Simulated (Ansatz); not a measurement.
Cl2F6GeSi2 (`F[Si](F)(F)[Ge]([Cl])([Cl])[Si](F)(F)F`). The species carries charge 0 and has multiplicity 1. The geometry is a stationary point of PBE0-D4/def2-TZVP. It is one conformer, not always the lowest.

```xyz
11

F    -0.402   -1.682   -2.226
Si   -1.225   -0.483   -1.624
F    -2.463   -1.073   -0.852
F    -1.747    0.413   -2.804
Ge    0.139    0.781   -0.138
Cl    1.764    1.578   -1.292
Cl   -1.055    2.411    0.586
Si    1.087   -0.295    1.762
F     2.011   -1.484    1.306
F    -0.052   -0.879    2.677
F     1.945    0.714    2.607
```

(1) What is the dipole moment at ωB97M-V/def2-TZVPP? (An estimate is asked.)

(2) And with PBE, r2SCAN, B3LYP? (An estimate is asked.)

(3) Give the Mulliken charges with ωB97M-V, r2SCAN, PBE in def2-TZVPP. (An estimate is asked.)

## Answers

(1) The calculation gave: 0.43 D, with components (-0.07, -0.42, 0.07) D in this frame, pointing from negative to positive charge.

(2) Ansatz gave: PBE 0.39 D, r2SCAN 0.46 D, B3LYP 0.36 D.

(3) The calculation gave: 
```
atom  ωB97M-V  r2SCAN    PBE
  F1    -0.26   -0.27  -0.23
 Si2     0.90    0.88   0.75
  F3    -0.26   -0.27  -0.23
  F4    -0.26   -0.26  -0.22
 Ge5     0.21    0.38   0.35
 Cl6    -0.22   -0.27  -0.24
 Cl7    -0.22   -0.27  -0.24
 Si8     0.90    0.88   0.75
  F9    -0.26   -0.27  -0.23
 F10    -0.26   -0.27  -0.23
 F11    -0.26   -0.26  -0.22
```

B3LYP here is the variant with VWN-RPA as its local correlation; programs differ in this.
